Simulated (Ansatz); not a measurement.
`CC[SiH](C)C[SiH](C)C[SiH](C)C`. The state is a triplet with charge 0. Geometry PBE-D4/def2-SVP, that of the neutral singlet; atoms count from 1.

```xyz
35

C    -1.2038   -0.2204   -3.5283
C    -2.2937   -0.3998   -2.4623
Si   -2.4890    1.0749   -1.2761
C    -3.0521    2.6141   -2.2270
C    -0.8620    1.4241   -0.3633
Si   -0.0250   -0.0720    0.4469
C    -1.2491   -1.0096    1.5429
C     1.4872    0.4686    1.4551
Si    2.4262   -0.8980    2.3760
C     3.9693   -0.1886    3.2145
C     2.9122   -2.2885    1.1867
H    -1.3923    0.6683   -4.1664
H    -1.1354   -1.0976   -4.2048
H    -0.2027   -0.0878   -3.0675
H    -3.2821   -0.5798   -2.9404
H    -2.0895   -1.3077   -1.8523
H    -3.5482    0.7247   -0.2563
H    -4.0167    2.4352   -2.7451
H    -2.3028    2.9058   -2.9917
H    -3.1881    3.4763   -1.5426
H    -0.1421    1.8836   -1.0769
H    -1.0572    2.1902    0.4198
H     0.4459   -0.9968   -0.6521
H    -2.1271   -1.3568    0.9616
H    -1.6228   -0.3585    2.3600
H    -0.7730   -1.8958    2.0095
H     2.1982    0.9818    0.7693
H     1.1599    1.2323    2.1958
H     1.5221   -1.4681    3.4453
H     3.7029    0.6212    3.9242
H     4.5136   -0.9721    3.7809
H     4.6672    0.2347    2.4622
H     2.0192   -2.7632    0.7319
H     3.5409   -1.8970    0.3599
H     3.4899   -3.0774    1.7104
```

At PBE0-D4/def2-SVP a singlet of charge 0 lies 7.65 eV below the triplet at the same geometry.

**Question.** Estimate the Mulliken populations of the heavy atoms from the PBE0/def2-SVP orbitals of Ansatz.

**Answer.** 
```tsv
atom	charge (e)	spin (α − β)
C1	-0.07	-0.01
C2	-0.32	-0.02
Si3	0.33	0.34
C4	-0.27	0.04
C5	-0.24	0.23
Si6	0.11	0.69
C7	-0.28	-0.06
C8	-0.33	0.21
Si9	0.38	0.28
C10	-0.30	0.05
C11	-0.32	-0.02
```
Mulliken values depend strongly on the basis.

**Question.** Where does the spin sit?

**Answer.** Summed by element: C 0.42, Si 1.31, H 0.27, of 2 unpaired in all. Largest on single atoms: Si6 0.69, Si3 0.34, Si9 0.28.

**Question.** And the Mayer bond orders between heavy atoms (over 0.3)?

**Answer.** C1–C2 1.04 (1.54 Å); C2–Si3 0.98 (1.90 Å); Si3–C4 0.91 (1.89 Å); Si3–C5 0.70 (1.90 Å); C5–Si6 0.54 (1.90 Å); Si6–C7 0.95 (1.89 Å); Si6–C8 0.70 (1.90 Å); C8–Si9 0.78 (1.90 Å); Si9–C10 0.92 (1.89 Å); Si9–C11 1.00 (1.89 Å).
